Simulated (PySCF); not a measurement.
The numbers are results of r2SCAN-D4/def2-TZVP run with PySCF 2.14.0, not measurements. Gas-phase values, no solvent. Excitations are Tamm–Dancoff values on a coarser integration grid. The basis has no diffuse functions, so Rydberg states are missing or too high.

Reference species (SMILES): `S=C` (neutral, multiplicity 1).

- hole reorganisation energy (four-point) = 0.028 eV
- S1–T1 gap (TDA) = 0.68 eV

Changed species: `[O]=[GeH2]`.

Q: Give the shifts of the hole reorganisation energy (four-point) and S1–T1 gap (TDA).

A: the hole reorganisation energy (four-point) increases by 0.468 eV, to 0.496 eV; the S1–T1 gap (TDA) drops by 0.18 eV, to 0.50 eV.
